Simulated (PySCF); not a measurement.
## Partial charges of `C[SiH2]/C=C/[SiH2]N(C)C`

Species: C5H15NSi2.
Structure used (GFN2-xTB), in Å, numbered top down from 1:
```xyz
23
C5H15NSi2 angstrom
C      4.5865   -0.2122   -0.3627
Si     2.9728   -1.1665   -0.0583
C      1.5198   -0.0552   -0.5064
C      0.4021    0.0852    0.2025
Si    -1.0239    1.2283   -0.2427
N     -2.4643    0.3774    0.1620
C     -3.7195    1.0671    0.3035
C     -2.6395   -1.0124   -0.1783
H      4.6602    0.6598    0.2815
H      4.6509    0.1338   -1.3907
H      5.4539   -0.8373   -0.1724
H      2.8805   -1.5706    1.3508
H      2.9562   -2.3691   -0.9075
H      1.6036    0.5146   -1.4263
H      0.3148   -0.4785    1.1250
H     -0.8884    1.6289   -1.6577
H     -1.0495    2.4327    0.5963
H     -4.3389    0.5603    1.0493
H     -4.2803    1.0989   -0.6393
H     -3.5411    2.0876    0.6309
H     -1.6691   -1.4973   -0.2523
H     -3.2284   -1.5128    0.5967
H     -3.1632   -1.1356   -1.1347
```

Density: PBE0/pcSseg-1 (PySCF); schemes: Mulliken, IAO, Hirshfeld and ESP-fitted. Geometry: GFN2-xTB, one conformer, isolated molecule.

At which atom do the 4 schemes differ most?

At N6: from -0.790 (Mulliken) to -0.172 e (ESP-fitted), 0.618 e apart.

Which atoms carry the highest charge in the Mulliken, IAO, Hirshfeld and ESP-fitted schemes?

The schemes don't all agree: Mulliken Si5 (+0.836); IAO Si5 (+0.883); Hirshfeld Si5 (+0.358); ESP-fitted Si2 (+0.649).

What partial charge does each atom carry?

In e:

```csv
atom,environment,Mulliken,IAO,Hirshfeld,ESP-fitted
C1,Si-methyl carbon,-0.629,-0.717,-0.212,-0.614
Si2,SiH2 silicon,+0.688,+0.769,+0.344,+0.649
C3,alkene CH carbon,-0.398,-0.398,-0.129,-0.235
C4,alkene CH carbon,-0.433,-0.409,-0.130,-0.374
Si5,SiH2 silicon,+0.836,+0.883,+0.358,+0.565
N6,silicon-bound nitrogen,-0.790,-0.506,-0.176,-0.172
C7,N-methyl carbon,-0.065,-0.296,-0.070,-0.445
C8,N-methyl carbon,-0.074,-0.297,-0.070,-0.380
H9,methyl hydrogen,+0.141,+0.157,+0.043,+0.147
H10,methyl hydrogen,+0.136,+0.155,+0.043,+0.144
H11,methyl hydrogen,+0.140,+0.157,+0.043,+0.148
H12,Si–H hydrogen,-0.099,-0.129,-0.080,-0.147
H13,Si–H hydrogen,-0.087,-0.131,-0.084,-0.166
H14,vinylic hydrogen,+0.120,+0.141,+0.038,+0.132
H15,vinylic hydrogen,+0.123,+0.145,+0.040,+0.152
H16,Si–H hydrogen,-0.132,-0.170,-0.095,-0.135
H17,Si–H hydrogen,-0.119,-0.141,-0.085,-0.130
H18,methyl hydrogen,+0.106,+0.134,+0.039,+0.153
H19,methyl hydrogen,+0.095,+0.115,+0.031,+0.149
H20,methyl hydrogen,+0.114,+0.144,+0.044,+0.150
H21,methyl hydrogen,+0.123,+0.144,+0.040,+0.137
H22,methyl hydrogen,+0.108,+0.133,+0.038,+0.140
H23,methyl hydrogen,+0.094,+0.116,+0.031,+0.132
```

Mean size of the charges over all atoms: IAO 0.278 e, Mulliken 0.246 e, ESP-fitted 0.243 e, Hirshfeld 0.098 e. Each set sums to the total charge, 0, to within 0.001 e. The ESP scheme fits charges at the nuclei, held to the total charge, to the electrostatic potential on points at 1.4 to 2.0 times the van der Waals radii. The IAO scheme counts the electrons in orthogonalised intrinsic atomic orbitals, a minimal basis polarised so that it spans the occupied orbitals exactly.

Sum the charges by element, for elements with more than one atom.

```
element  atoms  Mulliken     IAO  Hirshfeld  ESP-fitted
      C      5    -1.599  -2.117     -0.612      -2.048
     Si      2    +1.525  +1.652     +0.703      +1.214
      H     15    +0.864  +0.971     +0.085      +1.006
```

How many electrons does the Mulliken scheme count on C1?

Z − q = 6 − (-0.629) = 6.629.
